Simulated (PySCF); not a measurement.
## Pt⁺: ionisation energy

Pt⁺ [Xe] 4f14 5d9 (2D) → Pt²⁺ [Xe] 4f14 5d8 (3F), as a difference of total energies. All numbers are calculated (PySCF 2.14, scalar relativity through the core potential, in aug-cc-pVTZ-PP with ECP60MDF (6s6p5d3f2g, 88 functions)). Correlated levels: valence: 5s2 5p6 frozen. The calculations carry no spin-orbit coupling.

| method | ionisation energy (eV) |
| --- | --- |
| UHF | 16.877 |
| LDA | 19.559 |
| PBE | 19.124 |
| PBE0 | 18.837 |
| B97-3 | 18.841 |
| LC-wPBE | 18.694 |
| BP86 | 19.249 |
| wB97M-V | 18.748 |
| MP2 (valence) | 18.739 |
| SCS-MP2 (valence) | 18.625 |

Problem. How much does correlation contribute at MP2 (valence)?

Solution. 18.739 − (16.877) = 1.862 eV, measured against UHF.

The reference lies between the lowest fine-structure levels, while these numbers refer to the centres of the terms.

Errors of the correlated levels include the incompleteness of this basis and the frozen core.

For comparison: 18.56 ± 0.12 eV (measured; NIST Atomic Spectra Database, ionization energies).
